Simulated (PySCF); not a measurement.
BiCl₃, SMILES [Cl][Bi]([Cl])[Cl] (connectivity only; charge and spin as stated), charge +1, multiplicity 2. Atoms are numbered in the order given.

```xyz
4

Bi     0.0000     0.0000     0.5466
Cl     1.7555     1.0135    -0.8896
Cl     0.0000    -2.0270    -0.8896
Cl    -1.7555     1.0135    -0.8896
```
Charge +1, spin multiplicity 2.

Geometry optimised at PBE0-D3(BJ)/def2-SVP. A frequency run showed that this geometry is not a minimum. The multiplicity is an assumed one; other spin states were not compared. The isomer is the one that the SMILES or the coordinates give; other isomers of the formula were not compared. The def2 effective core potentials stand for the cores of Bi; spin–orbit coupling is left out.

Computed with B3LYP/def2-TZVPD (PySCF).

The total energy is -1595.13763 hartree and the point group is C3v. The α spin, highest occupied and lowest empty level comes out as -14.37 and -8.11 eV. The β spin, highest occupied and lowest empty level is -13.94 and -12.69 eV. The dipole moment about the centre of nuclear charge is 2.18 D, the mean static polarisability comes out as 123.4 bohr³ (18.28 Å³) and the polarisability, principal values is 69.6, 150.3, 150.3 bohr³. The ⟨S²⟩ is 0.757 (pure state 0.75).
